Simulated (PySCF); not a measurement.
# Basis-set dependence of population analyses: `F[C@@H]1C[Si@H]1[SiH3]`

Compound: C₂H₇FSi₂.
SMILES with atom numbers: `[F:1][C@@H:2]1[CH2:3][Si@H:4]1[SiH3:5]` (hydrogens: H6 on C2; H7, H8 on C3; H9 on Si4; H10, H11, H12 on Si5)

Cartesian coordinates in Å at the PBE0-D3(BJ)/def2-SVP level; atoms count from 1:
```
atom  x, y, z in Å
F1    -2.1715    1.7590    0.3563
C2    -1.4513    0.6213    0.1569
C3    -0.8199    0.0010    1.3791
Si4    0.4398    0.6485    0.1319
Si5    1.5426   -0.8579   -1.2463
H6    -1.9740   -0.0692   -0.5192
H7    -0.9878   -1.0647    1.5683
H8    -0.8995    0.6204    2.2810
H9     1.0762    1.9301    0.5320
H10    2.7431   -1.4398   -0.5723
H11    0.5728   -1.9570   -1.5454
H12    1.9714   -0.2178   -2.5266
```

PBE0 throughout (PySCF), one geometry, spherical d and f functions. Geometry: PBE0-D3(BJ)/def2-SVP; no solvent, vibrations or thermal averaging. The first 7 of 10 kinds of atom are listed.

Mulliken charges (e):

```json
{"basis": "STO-3G", "functions": "40", "F1": "-0.106", "C2": "-0.114", "C3": "-0.318", "Si4": "+0.385", "Si5": "+0.365", "H6": "+0.065", "H7": "+0.072"}
{"basis": "6-31G", "functions": "67", "F1": "-0.316", "C2": "-0.070", "C3": "-0.621", "Si4": "+0.450", "Si5": "+0.249", "H6": "+0.188", "H7": "+0.203"}
{"basis": "pcSseg-0", "functions": "67", "F1": "-0.354", "C2": "-0.249", "C3": "-0.874", "Si4": "+0.608", "Si5": "+0.043", "H6": "+0.269", "H7": "+0.281"}
{"basis": "6-31G*", "functions": "92", "F1": "-0.316", "C2": "+0.074", "C3": "-0.573", "Si4": "+0.220", "Si5": "+0.137", "H6": "+0.180", "H7": "+0.205"}
{"basis": "cc-pVDZ", "functions": "113", "F1": "-0.214", "C2": "+0.094", "C3": "-0.187", "Si4": "+0.109", "Si5": "+0.081", "H6": "+0.046", "H7": "+0.069"}
{"basis": "def2-SVP", "functions": "113", "F1": "-0.245", "C2": "+0.088", "C3": "-0.256", "Si4": "+0.128", "Si5": "+0.173", "H6": "+0.067", "H7": "+0.090"}
{"basis": "aug-cc-pVDZ", "functions": "186", "F1": "-0.521", "C2": "+1.089", "C3": "+0.633", "Si4": "0.000", "Si5": "-1.033", "H6": "-0.472", "H7": "-0.450"}
{"basis": "6-311+G(2d,p)", "functions": "193", "F1": "-0.268", "C2": "-0.163", "C3": "-0.425", "Si4": "+0.537", "Si5": "+0.045", "H6": "+0.128", "H7": "+0.128"}
{"basis": "def2-TZVP", "functions": "209", "F1": "-0.208", "C2": "+0.045", "C3": "-0.337", "Si4": "+0.101", "Si5": "+0.013", "H6": "+0.107", "H7": "+0.138"}
{"basis": "cc-pVTZ", "functions": "256", "F1": "-0.206", "C2": "+0.096", "C3": "-0.295", "Si4": "+0.061", "Si5": "+0.073", "H6": "+0.086", "H7": "+0.115"}
{"basis": "IGLO-III", "functions": "263", "F1": "-0.281", "C2": "-0.014", "C3": "-0.460", "Si4": "+0.432", "Si5": "+0.553", "H6": "+0.107", "H7": "+0.119"}
```

IAO charges (e):

| basis | functions | F1 | C2 | C3 | Si4 | Si5 | H6 | H7 |
| --- | --- | --- | --- | --- | --- | --- | --- | --- |
| STO-3G | 40 | -0.130 | -0.198 | -0.514 | +0.510 | +0.401 | +0.111 | +0.127 |
| 6-31G | 67 | -0.279 | -0.055 | -0.511 | +0.373 | +0.168 | +0.155 | +0.167 |
| pcSseg-0 | 67 | -0.262 | -0.067 | -0.521 | +0.370 | +0.120 | +0.156 | +0.168 |
| 6-31G* | 92 | -0.290 | -0.033 | -0.518 | +0.426 | +0.275 | +0.143 | +0.159 |
| cc-pVDZ | 113 | -0.291 | -0.033 | -0.521 | +0.424 | +0.272 | +0.145 | +0.160 |
| def2-SVP | 113 | -0.292 | -0.034 | -0.516 | +0.434 | +0.283 | +0.141 | +0.157 |
| aug-cc-pVDZ | 186 | -0.308 | -0.035 | -0.529 | +0.432 | +0.274 | +0.151 | +0.165 |
| 6-311+G(2d,p) | 193 | -0.309 | -0.044 | -0.538 | +0.454 | +0.298 | +0.152 | +0.165 |
| def2-TZVP | 209 | -0.307 | -0.041 | -0.541 | +0.457 | +0.303 | +0.150 | +0.165 |
| cc-pVTZ | 256 | -0.304 | -0.039 | -0.538 | +0.447 | +0.291 | +0.150 | +0.165 |
| IGLO-III | 263 | -0.309 | -0.044 | -0.541 | +0.459 | +0.301 | +0.152 | +0.166 |

Question: Which scheme is steadiest as the basis changes?

Answer: Largest range over the bases for any column: IAO 0.28 e, Mulliken 1.59 e. IAO charges move least and Mulliken charges most, counted in e. Without the minimal STO-3G basis the ranges are IAO 0.18, Mulliken 1.59 e.

Question: How much do the charges still move between the two largest bases, cc-pVTZ and IGLO-III?

Answer: At most, over all atoms: Mulliken 0.481 e, IAO 0.012 e.

Question: What do the same runs give for the total energy, the frontier levels and the dipole moment?

Answer: 
```json
{"basis": "STO-3G", "energy (Eh)": "-749.7020", "HOMO (eV)": "-3.63", "LUMO (eV)": "5.20", "μ (D)": "1.52"}
{"basis": "6-31G", "energy (Eh)": "-758.6195", "HOMO (eV)": "-6.87", "LUMO (eV)": "0.10", "μ (D)": "1.89"}
{"basis": "pcSseg-0", "energy (Eh)": "-757.6427", "HOMO (eV)": "-7.19", "LUMO (eV)": "-0.27", "μ (D)": "1.90"}
{"basis": "6-31G*", "energy (Eh)": "-758.7130", "HOMO (eV)": "-6.69", "LUMO (eV)": "-0.12", "μ (D)": "1.47"}
{"basis": "cc-pVDZ", "energy (Eh)": "-758.7583", "HOMO (eV)": "-6.78", "LUMO (eV)": "-0.19", "μ (D)": "1.50"}
{"basis": "def2-SVP", "energy (Eh)": "-758.4384", "HOMO (eV)": "-6.87", "LUMO (eV)": "-0.26", "μ (D)": "1.58"}
{"basis": "aug-cc-pVDZ", "energy (Eh)": "-758.7767", "HOMO (eV)": "-6.90", "LUMO (eV)": "-0.50", "μ (D)": "1.77"}
{"basis": "6-311+G(2d,p)", "energy (Eh)": "-758.8310", "HOMO (eV)": "-6.93", "LUMO (eV)": "-0.58", "μ (D)": "1.83"}
{"basis": "def2-TZVP", "energy (Eh)": "-758.8489", "HOMO (eV)": "-6.89", "LUMO (eV)": "-0.51", "μ (D)": "1.70"}
{"basis": "cc-pVTZ", "energy (Eh)": "-758.8459", "HOMO (eV)": "-6.87", "LUMO (eV)": "-0.42", "μ (D)": "1.63"}
{"basis": "IGLO-III", "energy (Eh)": "-758.8533", "HOMO (eV)": "-6.91", "LUMO (eV)": "-0.47", "μ (D)": "1.78"}
```

The dipole is fixed by the density alone, so its range of 0.43 D shows that the density itself changes with the basis, not only its division among atoms.
